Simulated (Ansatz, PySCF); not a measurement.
Ga(SH)3 (GaH3S3), SMILES [SH][Ga]([SH])[SH].

Coordinates come from a PBE-D3(BJ)/def2-SVP optimisation. The structure was generated by enumeration; whether it is a known compound was not checked. The values are those of a single conformer.

Vertical ionisation energy (IE) and electron affinity (EA) in eV. Rows of orbital energies are one-electron estimates. Where ΔSCF, EOM or ADC give a negative EA the extra electron is unbound and the value depends on the basis.

```csv
level,IE,EA
"−ε(HOMO), −ε(LUMO), B3LYP/def2-TZVP (PySCF)",7.38,1.43
"−ε(HOMO), −ε(LUMO), PBE/def2-TZVP (PySCF)",6.43,2.05
"ΔSCF, CAM-B3LYP/def2-SVPD (Ansatz), final states of multiplicity 2 and 2",[?],[?]
"ΔSCF, PBE/def2-SVPD (Ansatz), final states of multiplicity 2 and 2",9.14,0.22
```

Fill in the missing entries. (Estimate from the structure and the level; the computed values follow.)


- ΔSCF, CAM-B3LYP/def2-SVPD (Ansatz, a program for electronic structure), final states of multiplicity 2 and 2, IE: 9.83
- ΔSCF, CAM-B3LYP/def2-SVPD (Ansatz), final states of multiplicity 2 and 2, EA: 0.00

What vertical singlet–triplet gap does ΔSCF give with CAM-B3LYP/def2-SVPD (Ansatz) and with PBE/def2-SVPD (Ansatz)? (The exact figures need the calculation; the answer reports its results.)

5.14 and 4.32 eV (triplet above singlet where positive).
